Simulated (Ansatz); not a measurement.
Molecule: C3H9OSi, charge -1, multiplicity 1. It need not be the lowest isomer of its formula. Whether it binds its extra electron was not tested at this geometry. 
Structure (B3LYP-D3(BJ)/def2-TZVP (Ansatz, an electronic-structure program) minimum search):
```xyz
14

Si    -0.0231    -0.0705     0.2121
C      1.7826     0.2853    -0.3410
C     -0.6590    -1.2895    -1.1306
C     -0.9402     1.5641    -0.2125
O     -0.1840    -0.5615     1.6889
H      1.8484     0.6265    -1.3811
H      2.3946    -0.6171    -0.2417
H      2.2298     1.0552     0.2963
H     -0.5267    -0.9055    -2.1492
H     -1.7241    -1.4952    -0.9824
H     -0.1285    -2.2446    -1.0577
H     -2.0147     1.4537    -0.0337
H     -0.8002     1.8704    -1.2561
H     -0.5839     2.3766     0.4291
```
Charge -1, spin multiplicity 1.

Total electronic energies in hartree. Cores are frozen in the correlated levels unless marked. No spin-orbit coupling. Non-relativistic unless marked X2C. Basis-set limits of correlation are two-point, X^-3; Hartree-Fock from the larger set. [CCSD(T)-MP2]/basis is that difference in the basis named.

```
level                                                                             program  energy (Eh)
-------------------------------------------------------------------------  --------------  -----------
PBE-D4/def2-TZVPD                                                          Ansatz + dftd4          ___
BLYP/def2-TZVPD                                                                    Ansatz   -484.55394
B3LYP-D4/def2-TZVPD                                                        Ansatz + dftd4   -484.69711
PBE0/6-31G*                                                                        Ansatz   -484.15758
PBE0-D3(BJ)/def2-TZVP                                                      Ansatz + dftd3          ___
r2SCANh-D4/def2-TZVPD                                                      Ansatz + dftd4   -484.49870
r2SCANh/def2-TZVPD                                                                 Ansatz   -484.49535
HSE06-D3(BJ)/def2-TZVPD                                                    Ansatz + dftd3   -484.27795
HSE06-D4/def2-TZVPD                                                        Ansatz + dftd4   -484.28020
CAM-B3LYP/def2-TZVPD                                                               Ansatz   -484.55765
LC-wPBE-D3(BJ)/def2-TZVPD                                                  Ansatz + dftd3   -484.44999
wB97X-V/def2-TZVPD                                                                 Ansatz   -484.53932
B2GP-PLYP/def2-TZVPD                                                               Ansatz   -484.27546
B2PLYP-D4/def2-TZVPD                                                       Ansatz + dftd4   -484.36330
MP2/aug-cc-pV(T+d)Z                                                                Ansatz   -483.74661
RI-MP2/aug-cc-pV(Q+d)Z                                                             Ansatz   -483.81465
RI-MP2/cc-pV(T+d)Z                                                                 Ansatz   -483.71909
RI-MP2/cc-pV(Q+d)Z                                                                 Ansatz   -483.80372
SCS-MP2/STO-3G                                                                     Ansatz   -476.99535
CCSD(T)/STO-3G                                                                     Ansatz   -477.04814
X2C-CCSD(T)/cc-pVTZ-DK                                                             Ansatz   -484.49317
RI-MP2/CBS(aug-cc-pV(T+d)Z,aug-cc-pV(Q+d)Z)+[CCSD(T)-MP2]/aug-cc-pV(D+d)Z          Ansatz    -483.9378
RI-MP2/CBS(aug-cc-pV(T+d)Z,aug-cc-pV(Q+d)Z)+[CCSD(T)-MP2]/aug-cc-pV(T+d)Z          Ansatz    -483.9374
```

Problem. Complete the blanks.

Solution. 
- PBE-D4/def2-TZVPD, energy (Eh): -484.25206
- PBE0-D3(BJ)/def2-TZVP, energy (Eh): -484.29422
